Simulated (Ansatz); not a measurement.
`CBCF` → `BC` + `[CH]F` at 298.15 K and 1 bar (formal loss of a carbene).

Program: Ansatz. Geometries: PBE0-D4/def2-TZVP. ΔE: electronic, gas phase. CCSD(T)/CBS is the MP2 limit (def2-TZVPP, def2-QZVPP) plus CCSD(T) − MP2 in def2-TZVPP, frozen cores. This one scheme is used for every species. One conformer a species, not always the lowest.

| species | CCSD(T)/CBS energy (Eh) | H − E (kJ/mol) | S (J/(mol·K)) |
| --- | --- | --- | --- |
| `CBCF` | -204.28650 | 221.9 | 308.8 |
| `BC` | -65.83255 | 158.6 | 247.5 |
| `[CH]F` | -138.29972 | 42.7 | 223.2 |

H − E and S are ideal-gas, rigid-rotor, harmonic terms from PBE0-D4/def2-TZVP, for one conformer and one mirror image of each species. 1 Eh = 2625.50 kJ/mol, R = 8.31446 J/(mol·K).

Q: By hand: ΔE, ΔH, ΔS and ΔG.

A: ΔE = (-65.83255) + (-138.29972) − (-204.28650) = 0.15423 Eh = 404.9 kJ/mol. Δ(H − E) = 158.6 + 42.7 − 221.9 = -20.6, so ΔH = 384.3 kJ/mol. ΔS = 247.5 + 223.2 − 308.8 = 161.9 J/(mol·K). ΔG = 384.3 − 298.15 × (161.9)/1000 = 336.0 kJ/mol.

Q: By hand: the equilibrium constant, and the temperature at which ΔG would vanish if ΔH and ΔS stayed fixed.

A: log₁₀ K = −ΔG/(RT ln 10) = -58.9. ΔG = 0 at ΔH/ΔS = 2374 K.

The number of gas molecules changes by +1, which sets the sign of ΔS. A doubt of 5 kJ/mol in ΔE shifts log₁₀ K by 0.9 here. Other conformers and mirror images would add mixing entropy, several J/(mol·K) or more a flexible species. These are equilibria of isolated gas molecules and say nothing of rates. Largest T1 diagnostic: 0.018 (customary marks: 0.02 for closed shells, 0.045 for open ones).
